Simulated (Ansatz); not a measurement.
Reaction (atomization): `CB(N)CCl` → B• + 2 C• + Cl• + 7 H• + N•

Program: Ansatz. Geometries: PBE0-D4/def2-TZVP. ΔE: electronic, gas phase. CCSD(T)/CBS is the MP2 limit (def2-TZVPP, def2-QZVPP) plus CCSD(T) − MP2 in def2-TZVPP, frozen cores. This one scheme is used for every species, atoms too. No spin–orbit coupling; open shells (•) take unrestricted orbitals. Spin–orbit coupling would lower the free atoms: a little for B, C, Cl. One conformer a species, not always the lowest.

| species | CCSD(T)/CBS(def2) energy (Eh) |
| --- | --- |
| `CB(N)CCl` | -619.66285 |
| B• | -24.60433 |
| C• | -37.79194 |
| Cl• | -459.70966 |
| H• | -0.50000 |
| N• | -54.53257 |

(1) Work out ΔE.

Largest T1 diagnostic among the species: 0.014.

Results:

(1) ΔE = 7 × (-0.50000) + 2 × (-37.79194) + (-24.60433) + (-459.70966) + (-54.53257) − (-619.66285) = 1.73241 Eh = +1087.1 kcal/mol.

From PBE to PBE0 (25 % exact exchange), in def2-TZVPP and without D4, ΔE moves by −15.2 kcal/mol: exact exchange takes away binding that semilocal exchange gives to molecules. In def2-TZVPP, CCSD(T) changes the Hartree–Fock value by +251.1 kcal/mol (the triples alone add +14.7 kcal/mol) and MP2 by +266.7 kcal/mol; breaking electron pairs costs correlation energy, which Hartree–Fock lacks. The D4 term adds +8.8 kcal/mol with B3LYP and +4.6 kcal/mol with PBE0; it sums over pairs of atoms, weighted by their polarisabilities, and B3LYP, whose exchange is more repulsive, gets the larger term.

B3LYP here is the variant with VWN-RPA as its local correlation; programs differ in this.

For atomizations the MP2-based limit and the directly extrapolated one differ by several kJ/mol either way, and by 10 to 25 for some Ge, Se and Sn compounds, so smaller differences from it don't rank the levels.
